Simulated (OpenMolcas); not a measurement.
# Li: input and output

Input:

```
&GATEWAY
Coord
1

Li 0.0 0.0 0.0
Basis=ANO-R3
Group=XYZ
NoMove
AngMom=0.0 0.0 0.0
AMFI
&SEWARD
&RASSCF
FileOrb=start.orb
Symmetry=1
Spin=2
nActEl=1 0 0
Inactive=1 0
Ras2=1 3
CIRoot=1 1 1
SDav=1
CIMx=300
Iter=120 100
PrWF=0.3
OrbListing=Nothing
MaxOrb=0
Atom
>>> COPY $Project.JobIph JOB001
&RASSCF
FileOrb=start.orb
Symmetry=2
Spin=2
nActEl=1 0 0
Inactive=1 0
Ras2=1 3
CIRoot=3 3 1
SDav=3
CIMx=300
Iter=120 100
PrWF=0.3
OrbListing=Nothing
MaxOrb=0
Atom
>>> COPY $Project.JobIph JOB002
&RASSI
NrOfJobIphs=2 1 3
1
1 2 3
IphNames
JOB001
JOB002
EJob
SpinOrbit
DIPRint=1.0
SOCoupling=1000.0
Subsets=2
MEES
Property=10
'ANGMOM' 1 'ANGMOM' 2 'ANGMOM' 3 'MLTPL  1' 1 'MLTPL  1' 2 'MLTPL  1' 3
'AMFI' 1 'AMFI' 2 'AMFI' 3 'MLTPL  2' 6
SOProperty=3
'ANGMOM' 1 'ANGMOM' 2 'ANGMOM' 3
```

Launched by
```bash
OMP_NUM_THREADS=1 MOLCAS_MEM=2252 MOLCAS_PROJECT=a pymolcas a.inp > a.log  # once for each step of the input, in one work folder
```

A driver script runs the steps one by one and writes start.orb anew before each from the orbitals found so far.

Output, cut to the results:

```
--- SEWARD ---
Basis set label: LI.ANO-R...4S2P.

      Electronic valence basis set:
      ------------------
      Associated Effective Charge   3.000000 au
      Associated Actual Charge      3.000000 au
      Nuclear Model: Finite nucleus - Gaussian distribution
        Gaussian exponent, Xi/bohr**(-2):  8.92668E+08

      Shell  nPrim  nBasis  Cartesian Spherical Contaminant
         s      11       4        X
         p       5       2        X
                  Relativistic X2C integrals
                  Atomic mean-field integrals
--- RASSCF ---
Wave function specifications:
      -----------------------------

      Number of closed shell electrons           2
      Number of electrons in active shells       1
      Max number of holes in RAS1 space          0
      Max nr of electrons in RAS3 space          0
      Number of inactive orbitals                1
      Number of active orbitals                  4
      Number of secondary orbitals               5
      Spin quantum number                      0.5
      State symmetry                             1
Orbital specifications:
      -----------------------

      Symmetry species                           1   2
                                                ag  au
      Frozen orbitals                            0   0
      Inactive orbitals                          1   0
      Active orbitals                            1   3
      RAS1 orbitals                              0   0
      RAS2 orbitals                              1   3
      RAS3 orbitals                              0   0
      Secondary orbitals                         2   3
      Deleted orbitals                           0   0
      Number of basis functions                  4   6
      Number of CSFs                             1
      Number of root(s) required                 1
      Iter CI   SX   CI       RASSCF       Energy    max ROT     max BLB   max BLB  Level Ln srch  Step   QN
          iter iter root      energy       change     param      element    value   shift minimum  type update
 Nr of preliminary CI iterations:   1
 ###############################################################################
 ###############################################################################
 ###                                                                         ###
 ###                                                                         ###
 ###    WARNING: Problems in orbital optimization.                           ###
 ###                                                                         ###
 ###                                                                         ###
 ###############################################################################
 ###############################################################################
  Warning: In symmetry  2, orbital p=   1 has diagonal density matrix element D(p,p) close to zero. D(p,p)=  0.000000E+00
  Warning: In symmetry  2, orbital p=   2 has diagonal density matrix element D(p,p) close to zero. D(p,p)=  0.000000E+00
        ...
  Warning: In symmetry  2, orbital p=   1 has diagonal density matrix element D(p,p) close to zero. D(p,p)=  0.000000E+00
  Warning: In symmetry  2, orbital p=   2 has diagonal density matrix element D(p,p) close to zero. D(p,p)=  0.000000E+00
  Warning: In symmetry  2, orbital p=   3 has diagonal density matrix element D(p,p) close to zero. D(p,p)=  0.000000E+00
        4   1    1    1    -7.43316649   -6.22E-15   0.00E+00    1   4 1  5.12E-08   0.50   0.00    SX    NO
      Convergence after  4 iterations
        5   1    1    1    -7.43316649    2.66E-15   0.00E+00    1   4 1  5.12E-08   0.50   0.00    SX    NO
      Natural orbitals and occupation numbers for root  1
      sym 1:   1.000000
      sym 2:   0.000000   0.000000   0.000000
::    RASSCF root number  1 Total energy:     -7.43316649
--- RASSCF ---
Wave function specifications:
      -----------------------------

      Number of closed shell electrons           2
      Number of electrons in active shells       1
      Max number of holes in RAS1 space          0
      Max nr of electrons in RAS3 space          0
      Number of inactive orbitals                1
      Number of active orbitals                  4
      Number of secondary orbitals               5
      Spin quantum number                      0.5
      State symmetry                             2
Orbital specifications:
      -----------------------

...
--- RASSI ---
SPIN-FREE ENERGIES:
  (Shifted by EMIN (a.u.) =         -7.4331664920)

 SF State       Relative EMIN(au)   Rel lowest level(eV)    D:o, cm**(-1)      L_eff

     1             0.0000000000        0.0000000000              0.0000         0.0
     2             0.1136836657        3.0934901386          24950.6806         1.0
     3             0.1136836657        3.0934901386          24950.6806         1.0
     4             0.1136836657        3.0934901386          24950.6806         1.0
     Dipole printing threshold changed to   1.00000000E+00

++ Dipole transition strengths (spin-free states):
   -----------------------------------------------
     for osc. strength at least  1.00000000E+00

  ( Max oscillator strength is only   0.23413430855959388      )
--
Eigenvalues of complex Hamiltonian:
   -----------------------------------
  (Shifted by EMIN (a.u.) =         -7.4331664920)

 SO State       Relative EMIN(au)   Rel lowest level(eV)    D:o, cm**(-1)     J-value

     1             0.0000000000        0.0000000000              0.0000         0.4
     2             0.0000000000        0.0000000000              0.0000         0.4
     3             0.1136824594        3.0934573125          24950.4159         0.4
     4             0.1136824594        3.0934573125          24950.4159         0.4
     5             0.1136842689        3.0935065516          24950.8130         1.0
     6             0.1136842689        3.0935065516          24950.8130         1.0
     7             0.1136842689        3.0935065516          24950.8130         1.3
     8             0.1136842689        3.0935065516          24950.8130         1.3
Weights of the five most important spin-orbit-free states for each spin-orbit state.

 SO State  Total energy (au)           Spin-free states, spin, and weights
 -------------------------------------------------------------------------------------------------------
...
```

The J values that RASSI prints are effective ones from its own formula and need not be integers or half-integers; the table below assigns J from the states.

Levels above the lowest, from the spin-orbit matrix, grouped by J:

```tsv
Configuration	Term	J	E (cm-1)	Measured (cm-1)	g	Term weight %
2s	2S	1/2	0.0	0.0	2.002	100
2p	2P*	1/2	24950	14904	0.666	100
2p	2P*	3/2	24951	14904	1.334	100
```

Against the 2 measured excited levels shown (NIST Handbook of Basic Atomic Spectroscopic Data) the mean absolute deviation is 10000 cm-1; the largest miss in energy is 2p 2P* 3/2: computed 24951, measured 14904 cm-1 (+67.4 %).

ANO sets are built for ground and valence states and can reach diffuse excited orbitals poorly. With one active electron the reference holds no correlation, so core polarisation is missing. The ANO-R sets hold no well-fitted valence p shell for this element, so s → p excitations can come out far too high. Computed and measured levels are paired by configuration, term and J; levels that our copy of the source lacks, or whose pairing is in doubt (as where it misses far off the trend of its configuration), stay unpaired and out of the deviations. Only configurations of the active space appear.

The RASSCF and RASSI steps took 4 s on 1 thread of Intel(R) Xeon(R) 6975P-C (Granite Rapids) (shared host); the integral step is not counted.

The term weight is that of the spin-free term in the level, not the purity of its configuration. * marks odd parity.
